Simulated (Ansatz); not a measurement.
Input and output for (H2Al-mu-Br)2 (Al2H4Br2).

```yaml
crystal:
  periodic: [false, false, false]
  atoms:
    - {symbol: Al, position_ang: [-0.862712, -0.515592, 1.382872]}
    - {symbol: H, position_ang: [-1.335941, -2.020291, 1.382212]}
    - {symbol: H, position_ang: [-1.090293, 0.568452, 2.505868]}
    - {symbol: Br, position_ang: [1.535085, -0.480775, 0.778398]}
    - {symbol: Al, position_ang: [0.862689, 0.515392, -1.382965]}
    - {symbol: H, position_ang: [1.087911, -0.571971, -2.503224]}
    - {symbol: H, position_ang: [1.337922, 2.019454, -1.386733]}
    - {symbol: Br, position_ang: [-1.534651, 0.485331, -0.776429]}
basis:
  gaussian: {orbitals: def2-mTZVP}
magnetization: {spin_polarized: true, initial_magnetization: 2}
hamiltonian: {xc: {name: PBE0}, dispersion: d3bjatm}
scf: {omitted_lower_state_checks: [starts]}
```

```sh
$ ansatz run in.yaml --threads 4 --pin off --events-out ev --progress --plain --max-ram 3916MiB
```

Shortened log:

```
Functional definition: PBE0
  name "PBE0"
  cite "Adamo & Barone, J. Chem. Phys. 110, 6158 (1999) doi:10.1063/1.478522"
  cite "Perdew, Burke & Ernzerhof, Phys. Rev. Lett. 77, 3865 (1996) doi:10.1103/PhysRevLett.77.3865"
  parent pbe
  parameter a = 0.25
  parameter kappa = 0.804
  parameter beta = 0.06672455060314922
  exchange = (1 - a)*pbe_x(kappa = kappa, mu = beta*pi^2/3) + a*exact_x
  correlation = pbe_c(beta = beta)
these checks for a lower state are left out or cut short: starts
1170 factors; integrals over basis functions are off by at most 7.3e-4 eV
mean field evaluation 1: about -153325.8266 eV, gradient 1.1e1 eV
mean field evaluation 2: about -153326.0072 eV, gradient 1.2e1 eV
mean field evaluation 4: about -153326.8344 eV, gradient 4.6e-1 eV
mean field evaluation 8: about -153326.9381 eV, gradient 1.8e-1 eV
mean field evaluation 16: about -153326.9385 eV, gradient 6.5e-4 eV
mean field -153326.93848087 eV, -5634.6610604404 hartree, gradient 8.7e-6 eV, S^2 2.005619; 0 other end points of the search recorded, 0 dependent functions left out
reference -153326.93852180 eV, -5634.6610619443 hartree; 51, 49 occupied and 77, 79 virtual orbitals, 1170 factors
Total energy: -153327.17279669 eV, -5634.6696713879 hartree
Checks for a lower state left out: starts
```

Hardware: 4 threads of Arm Neoverse V1 on a shared host. Wall time 5.5 s, peak host memory 0.58 GiB.
